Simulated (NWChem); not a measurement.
System: C₃H₂FN; SMILES N#C/C=C/F

Computed with NWChem. Structure relaxed at the PBE0/def2-SVP level. Level: B3LYP/def2-SVP with SMD (1 M gas to 1 M solution), gas-phase geometry.

Task: Predict the results for solvent tetrahydrofuran. Quantities: solvation free energy (kcal/mol); cavity-dispersion-structure term (kcal/mol); dipole in solution (D).

Result: 
```
Item                                         Value
-------------------------------------------  -----
solvation free energy (kcal/mol)              -4.4
cavity-dispersion-structure term (kcal/mol)    1.6
dipole in solution (D)                        3.67
```
